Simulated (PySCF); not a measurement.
## B⁺: ionisation energy

B⁺ [He] 2s2 (1S) → B²⁺ [He] 2s1 (2S), as a difference of total energies. Computed with PySCF 2.14 in x2c-TZVPPall (5s3p2d1f, 31 functions), with the spin-free X2C one-electron Hamiltonian (Gaussian nucleus). Correlated levels: valence and next inner shell: nothing frozen. The calculations carry no spin-orbit coupling.

Q: Order these methods by the ionisation energy they give, lowest first.
A. SCS-MP2 (valence and next inner shell)
B. UHF
C. CCSD(T) (valence and next inner shell)
D. MP2 (valence and next inner shell)

A: B (23.447 eV), D (24.424 eV), A (24.616 eV), C (25.060 eV).

Errors of the correlated levels include the incompleteness of this basis.

For comparison: 25.155 eV (measured; NIST Atomic Spectra Database, ionization energies).
